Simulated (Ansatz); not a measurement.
Geometry optimisation, Ansatz 0.2.0, RHF/def2-SVP.

Input:

```yaml
crystal:
  periodic: [false, false, false]
  atoms:
    - { symbol: Ge, position_ang: [0.0, 0.0, 0.0] }
    - { symbol: Cl, position_ang: [0.0, 0.0, 2.22] }
    - { symbol: F, position_ang: [1.5842, 0.0, -0.5594] }
    - { symbol: F, position_ang: [-0.7913, 1.3709, -0.5594] }
    - { symbol: Cl, position_ang: [-1.0456, -1.8115, -0.7393] }
basis:
  gaussian: { orbitals: def2-SVP }
hamiltonian:
  xc: hf
relax:
  f_tol: 0.02
  max_steps: 40
output:
  orbitals: {}
```

Run as:

```bash
$ ansatz run input.yaml --threads 1 --pin off --max-ram 2048MiB --backend cpu --events-out ev --progress --plain --runs-dir out
```

**Question.** Where does it end, and by what steps?

**Answer.** The run converged. After 3 steps the energy has fallen by 0.268 eV; Cl2 moved furthest, 0.08 Å.

| step | energy less start (eV) | largest force component (eV/Å) | accepted |
| --- | --- | --- | --- |
| 0 | 0.0000 | 2.040 | yes |
| 1 | -0.2611 | 0.399 | yes |
| 2 | -0.2667 | 0.147 | yes |
| 3 | -0.2678 | 0.015 | yes |

```xyz
5
Properties=species:S:1:pos:R:3
Ge -0.028 -0.049 0.041
Cl 0.008 0.013 2.141
F 1.558 -0.006 -0.546
F -0.784 1.346 -0.546
Cl -1.006 -1.744 -0.727
```

Whether the end is a true minimum wasn't checked by a vibrational analysis.

Run time: 13 s on 1 thread of Arm Neoverse V1, with other jobs on the host, peak memory 0.21 GiB.
